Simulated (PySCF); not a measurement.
**Ionisation energy of Tb(3+) by level of theory**

Tb(3+) [Xe] 4f8 [4f5/2^6 4f7/2^2, M_J = 6] → Tb(4+) [Xe] 4f7 [4f5/2^6 4f7/2^1, M_J = 7/2], as a difference of total energies. Calculation: PySCF 2.14, in x2c-TZVPall-2c (11s11p10d4f1g, 131 functions); the two-component X2C-1e Hamiltonian. Correlated levels: [Ar] 3d10 frozen; the 18 highest virtual spinors dropped. "Screened" scales the spin-orbit matrix elements by Boettger's factors to mimic the two-electron term; Breit and QED terms are absent.

Q: Order these methods by the ionisation energy they give, lowest first.
A. GMP2 (spin-free)
B. GHF (spin-free)
C. GMP2 (screened spin-orbit)
D. GHF (screened spin-orbit)

A: B (35.462 eV), D (35.713 eV), A (38.040 eV), C (38.300 eV).

The spin-free rows relax to the high-spin LS determinant and lack the spin-orbit shift.

The labels give the starting determinants; with spin-orbit coupling the two ends relaxed to ⟨J²⟩ = 42.02, ⟨L²⟩ = 12.34, ⟨S²⟩ = 11.88 and ⟨J²⟩ = 15.75, ⟨L²⟩ = 0.12, ⟨S²⟩ = 15.65.

For comparison: 39.33 ± 0.04 eV (semi-empirical (NIST evaluation); NIST Atomic Spectra Database, ionization energies).
